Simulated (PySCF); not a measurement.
# What a mistake does to a calculation on B2CGeH5

Calculated results; nothing here was measured. The program is PySCF 2.14.0, an open-source quantum chemistry code, run on an isolated molecule that a program drew, which may never have been made. The molecule is B2CGeH5 (charge 0, doublet), drawn as the SMILES string `B=[CH][GeH][BH2]`.

Each row is a Hartree-Fock (HF) and frozen-core CCSD(T) single point in the cc-pVDZ basis, meant for a local HF minimum. Run 1 is clean. Each other run has one planted mistake out of seven kinds, and not every kind appears here: one electron removed, one electron added, multiplicity raised by two, geometry at a saddle point, minimal basis STO-3G, one bond length entered in bohr, all coordinates scaled. The reference is restricted for singlets and unrestricted otherwise, and also for a bond in bohr. Adding or removing an electron swaps singlet and doublet. Electrons count all cores. HOMO and LUMO are orbital energies over both spins, the gradient is its largest component, and the lowest frequency (negative if imaginary) is given only where the gradient is small. Bond lengths are over the 8 bonds as drawn. T1 is the CCSD diagnostic: over 0.02 (restricted) or 0.045 (unrestricted) a single reference is doubtful. Germanium has the cc-pVDZ-PP basis, with a core potential (ECP10MDF) in place of its 10 inner electrons, and its 3s, 3p and 3d shells are frozen in CCSD(T).

Geometry of the clean run:
```xyz
9
B2CGeH5, angstrom
B    -0.9366   -0.3417   -0.2606
C     0.3512   -0.7532    0.0427
Ge    1.7745    0.5252    0.1133
B     3.6626    0.1032    0.5320
H    -2.0095    0.0612   -0.5222
H     0.6157   -1.7846    0.2496
H     1.2502    1.9289   -0.1993
H     3.9738   -1.0298    0.7636
H     4.4665    0.9899    0.5470
```

```
run,electrons,basis functions,<S^2>,HOMO (eV),LUMO (eV),gradient (hartree/bohr),lowest frequency (cm^-1),mean bond (Å),longest bond (Å),T1,HF (hartree),CCSD(T) (hartree),mistake
1,53,90,0.789,-7.08,0.87,1.9e-05,75,1.4331,1.980,0.0212,-383.42298,-383.86179,no fault
2,52,90,0.000,-14.88,-5.69,7.1e-02,-,1.4331,1.980,0.0181,-383.18786,-383.60507,one electron removed
3,54,90,0.000,-0.55,6.38,4.9e-02,-,1.4331,1.980,0.0209,-383.41599,-383.89923,one electron added
4,53,90,1.438,-7.42,0.75,2.3e-02,-,1.5663,2.263,0.0577,-383.30639,-383.74355,one bond length entered in bohr
5,53,90,0.782,-7.11,0.88,1.1e-02,-,1.4130,1.952,0.0197,-383.42131,-383.85798,?
6,53,90,3.775,-6.63,-0.66,1.1e-01,-,1.4331,1.980,0.0162,-383.32975,-383.73351,?
```

**Which mistake was planted in run 5, and what did it cost?**

The mean and the longest bond both change by the same factor, 0.986, and the gradient is no longer small. So the mistake is: all coordinates scaled. Subtracting run 1 and multiplying by 627.51 kcal/mol a hartree, the energy moved by 1.0 kcal/mol in HF and 2.4 kcal/mol in CCSD(T).

**Which mistake was planted in run 6, and what did it cost?**

Electrons, basis and geometry are unchanged, and <S^2> is 3.775, beside S(S+1) = 3.75 for a multiplicity of 4. So the mistake is: multiplicity raised by two. Subtracting run 1 and multiplying by 627.51 kcal/mol a hartree, the energy moved by 58.5 kcal/mol in HF and 80.5 kcal/mol in CCSD(T).

Cautions from the logs. Run 3: T1 is over the limit, so its CCSD(T) energy is less reliable; run 4: T1 is over the limit, so its CCSD(T) energy is less reliable.
